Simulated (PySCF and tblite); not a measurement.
The numbers below are computed, except where a source is named.
**Barrier and rate of a rotation**

System: C5H10S2, numbered as in [CH3:1][S:2][S:3][CH2:4][CH:5]1[CH2:6][CH2:7]1.

Motion: rotation about the S2–S3 bond (torsion C1–S2–S3–C4 from 98° to 270°, rising). The path came from a restrained scan, a climbing-image band and a saddle search at GFN2-xTB; energies are PBE0/pcSseg-1 + D3(BJ)//GFN2-xTB, thermal terms GFN2-xTB. Rates follow Eyring's equation with the number of equivalent paths and no tunnelling. Programs: tblite and PySCF.

| point | symmetry | E(GFN2) kcal/mol | E(DFT) kcal/mol | ZPE change kcal/mol | lowest mode cm⁻¹ | dipole D |
| --- | --- | --- | --- | --- | --- | --- |
| start | C1 | 0.0 | 0.0 | 0.00 | 43 | 2.29 |
| saddle | C1 | 4.8 | 7.1 | -0.11 | 50i | 0.32 |
| end | C1 | 0.5 | 0.9 | -0.10 | 26 | 2.11 |

```
Electronic barrier                                      : 7.1 kcal/mol
Barrier with zero-point energy                          : 7.0 kcal/mol
ΔH‡ (298 K)                                             : 6.5 kcal/mol
ΔS‡ (298 K, symmetry apart)                             : -2.9 cal/(mol K)
Paths                                                   : 1 equivalent path
End point                                               : a different minimum
Mean lifetime of the start against this motion at 298 K : 40 ns
Cost                                                    : 96 s on 1 thread of Arm Neoverse V1, shared host (rough), peak memory 0.88 GiB, launched as `OMP_NUM_THREADS=1 python ens_run.py task.json out`
```

| T/K | ΔG‡ kcal/mol | k s⁻¹ | ΔG kcal/mol | k back s⁻¹ |
| --- | --- | --- | --- | --- |
| 150 | 7.1 | 151 | 0.7 | 1520 |
| 200 | 7.2 | 6.2×10⁴ | 0.7 | 3.3×10⁵ |
| 250 | 7.3 | 2.3×10⁶ | 0.6 | 8.4×10⁶ |
| 298 | 7.4 | 2.5×10⁷ | 0.6 | 6.9×10⁷ |
| 350 | 7.5 | 1.5×10⁸ | 0.6 | 3.5×10⁸ |
| 400 | 7.6 | 5.6×10⁸ | 0.6 | 1.1×10⁹ |
| 500 | 7.9 | 3.6×10⁹ | 0.5 | 6×10⁹ |

ΔG and ΔG‡ leave out symmetry numbers and mirror images; rates count paths: 1 out, 1 back.
